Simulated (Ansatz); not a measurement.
Born–Oppenheimer molecular dynamics of a periodic cell of 17 atoms, Ge16N (host Ge, host structure diamond, interstitial N). It goes on from the last frame of an earlier run, with new velocities.

Computed with DFT PBE, scalar-relativistic, plane waves, PAW (Ansatz). Settings: accuracy low, PAW set soft_1, cutoff 420 eV, k mesh 2x2x2, fermi-dirac smearing 0.05 eV, no spin polarisation.

| Quantity | Value |
| --- | --- |
| ensemble | NVT, Nosé–Hoover chain |
| time step | 1 fs |
| steps asked | 250 |
| set temperature | 1260 K |
| thermostat | time constant 50 fs, chain length 3 |
| seed | 960030 |

First frame:

```xyz
17
Lattice="0.0000 5.6600 5.6600 5.6600 0.0000 5.6600 5.6600 5.6600 0.0000" Properties=species:S:1:pos:R:3
Ge 0.259 0.032 -0.136
Ge 1.347 1.005 2.086
Ge 1.978 2.753 0.147
Ge 4.295 4.284 1.000
Ge 3.470 -0.465 2.505
Ge 4.213 1.750 3.794
Ge 5.737 3.244 2.538
Ge 7.144 4.815 3.906
Ge -0.059 2.767 2.953
Ge 1.550 4.153 4.233
Ge 3.111 5.288 3.033
Ge 3.844 7.389 4.396
Ge 2.723 2.604 5.734
Ge 4.845 3.478 6.462
Ge 5.698 5.842 5.796
Ge 7.148 7.140 7.561
N 5.697 7.514 10.827
```

(1) What does the run give?

(2) What happens to the structure?

(3) How do temperature and energy run in time?

Results:

(1) All steps were run.

| Quantity | Value |
| --- | --- |
| steps done | 250 |
| time covered | 250 fs |
| mean temperature over the second half | 1183 K |
| spread of the potential energy over the second half | 16.1 meV per atom |
| mean potential energy of the second half above the start | 19.8 meV per atom |

The conserved energy stayed within 0.05 meV per atom of its start (net change 0.0039 meV per atom), so the integration is sound. A run of 0.25 ps of so small a system gives no equilibrium averages. Limits of this set-up: coarse k mesh, odd electron count without spin, a small cell, in which the defect meets its images, low accuracy level.

(2) Mean squared displacements from the first frame to the last, about the centre of mass: Ge 1.03 Å², N 0.35 Å². This is one draw of velocities; another would differ in detail.

(3) 
```
time (fs)  T (K)  potential energy less start (eV)  conserved less start (meV/atom)
        0   1260                             0.000                             0.00
       20   1066                             0.415                             0.01
       40    986                             0.703                             0.02
       60   1227                             0.569                             0.02
       80   1763                             0.069                             0.03
      100   1926                             0.069                             0.03
      120   1370                             0.944                             0.04
      140   1379                             0.579                             0.00
      160   1304                             0.303                             0.03
      180   1295                            -0.077                             0.00
      200   1040                             0.268                             0.01
      220    964                             0.440                             0.02
      240   1088                             0.302                             0.02
```

Run time: 35 min on 2 threads of Arm Neoverse V1, on a shared host, peak memory 1.2 GiB.
